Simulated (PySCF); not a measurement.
Job file and geometry (Å, from GFN2-xTB) of an NMR shielding run on SMILES CC[Si@@H](S[SiH3])C(F)(F)F, C$_{3}$H$_{9}$F$_{3}$SSi$_{2}$, GIAO PBE0/pcSseg-1 NMR shielding, non-relativistic, gas phase (PySCF 2.14.0, density-fitted response routines); density fitting, a coarse starting grid and PySCF grid level 2 are the driver's defaults:

```
$ OMP_NUM_THREADS=1 python probes_run.py task.json out

{"job": {"kind": "nmr", "xc": "PBE0", "basis": "pcSseg-1"}, "charge": 0, "multiplicity": 1}
C     -2.916160    -0.087801    -0.433483
C     -1.635429    -0.537138    -1.134411
Si    -0.107685    -0.501892    -0.016473
S      1.494626    -1.508463    -0.982809
Si     3.358967    -0.598752    -0.304324
C      0.388791     1.370122     0.228349
F     -0.615134     2.118724     0.722578
F      1.416494     1.513501     1.098430
F      0.783928     1.977321    -0.908138
H     -2.820436     0.927583    -0.058161
H     -3.754074    -0.115188    -1.126548
H     -3.145761    -0.741036     0.404577
H     -1.766996    -1.551364    -1.513231
H     -1.462312     0.097167    -2.008027
H     -0.306156    -0.959060     1.357070
H      4.325064    -1.514617    -0.885845
H      3.336123    -0.622940     1.149991
H      3.417390     0.740150    -0.865961
```

Q: Write the output of this run.

A: 
```
coarse grid: 16968 points
cycle   1  E = -1395.3975178902  dE =  8.736e-01  |g| = 8.964e-01  |ddm| = 3.752e+00
cycle   2  E = -1395.2423177016  dE =  1.552e-01  |g| = 1.343e+00  |ddm| = 1.342e+00
cycle   3  E = -1395.5455726481  dE = -3.033e-01  |g| = 6.092e-02  |ddm| = 8.041e-01
cycle   4  E = -1395.5460898770  dE = -5.172e-04  |g| = 3.731e-02  |ddm| = 8.072e-02
cycle   5  E = -1395.5464015704  dE = -3.117e-04  |g| = 6.221e-03  |ddm| = 3.424e-02
cycle   6  E = -1395.5464103312  dE = -8.761e-06  |g| = 1.865e-03  |ddm| = 7.638e-03
final grid: 152384 points
cycle   7  E = -1395.6190551905  dE = -4.380e-05  |g| = 1.000e-02  |ddm| = 2.672e-02
cycle   8  E = -1395.6190394400  dE =  1.575e-05  |g| = 1.318e-02  |ddm| = 1.951e-02
cycle   9  E = -1395.6190777281  dE = -3.829e-05  |g| = 7.483e-04  |ddm| = 1.119e-02
cycle  10  E = -1395.6190778067  dE = -7.859e-08  |g| = 3.283e-04  |ddm| = 7.641e-04
cycle  11  E = -1395.6190778257  dE = -1.895e-08  |g| = 5.867e-05  |ddm| = 2.525e-04
cycle  12  E = -1395.6190778263  dE = -6.421e-10  |g| = 1.817e-05  |ddm| = 6.524e-05
converged SCF energy = -1395.6190778263

GIAO shielding tensors (ppm)
atom      isotropic    diamagn.    paramagn.     s11        s22        s33       span
  0 C      177.117     245.582     -68.465    170.527    172.090    188.734     18.207
  1 C      175.972     254.907     -78.935    166.556    169.832    191.528     24.972
  2 Si     356.557     881.444    -524.887    319.393    351.111    399.167     79.774
  3 S      835.819    1061.477    -225.658    779.117    829.460    898.879    119.762
  4 Si     402.957     879.463    -476.505    371.396    400.039    437.437     66.041
  5 C       47.371     251.704    -204.333     41.779     45.765     54.568     12.789
  6 F      247.967     475.258    -227.291    154.546    256.513    332.842    178.297
  7 F      239.192     475.862    -236.670    144.309    255.408    317.860    173.551
  8 F      250.091     475.868    -225.777    151.332    268.036    330.904    179.572
  9 H       30.402      29.914       0.488     24.360     30.947     35.900     11.540
 10 H       30.311      26.945       3.366     24.935     27.412     38.586     13.651
 11 H       30.711      29.093       1.618     26.120     28.656     37.356     11.236
 12 H       30.580      31.314      -0.734     24.551     30.752     36.438     11.887
 13 H       30.322      32.387      -2.065     26.085     29.839     35.043      8.958
 14 H       26.818      30.722      -3.904     23.566     25.121     31.768      8.203
 15 H       27.099      28.410      -1.310     22.787     24.808     33.703     10.915
 16 H       26.883      29.278      -2.395     23.290     25.031     32.329      9.040
 17 H       26.866      29.412      -2.546     22.475     26.419     31.705      9.230
```

Q: Turn these shieldings into chemical shifts. δ = σ(ref) − σ, references computed at the same level: ¹³C (σ = 186.93 ppm), ²⁹Si (σ = 349.16 ppm), ¹H (σ = 31.72 ppm) against TMS; CS2 for ³³S (σ = 503.73 ppm); CFCl3 for ¹⁹F (σ = 170.95 ppm).

A: Averaging equivalent atoms: C 5: 139.6; C 1: 11.0; C 0: 9.8; Si 2: -7.4; Si 4: -53.8; S 3: -332; F 6/7/8: -74.8; H 14: 4.90; H 15/16/17: 4.77; H 13: 1.39; H 9/10/11: 1.24; H 12: 1.14 ppm. Unscaled 19F shifts against computed CFCl3 carry errors that often reach 10 to 50 ppm.

Size and cost of the density-fitted run: 219 basis functions, 85 s wall time on 1 thread of an Arm Neoverse V1, shared host; peak memory 1.1 GiB.
